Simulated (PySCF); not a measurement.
silene (CH4Si), SMILES C=[SiH2].

Coordinates come from a r2SCAN-D4/def2-TZVP optimisation.

These are PySCF with SMD-M06-2X/def2-SVP values and carry that method's errors.

Solvation free energies are E(SMD) − E(gas) at the gas-phase geometry, for 1 M in both phases. In vacuum the dipole moment is 0.73 D.

| solvent | ΔG(solv) (kcal/mol) | its non-electrostatic (CDS) part | dipole (D) |
|---|---|---|---|
| water | 1.3 | 3.1 | 1.12 |
| methanol | -0.9 | 0.9 | 1.11 |
| chloroform | -1.0 | 0.2 | 0.98 |
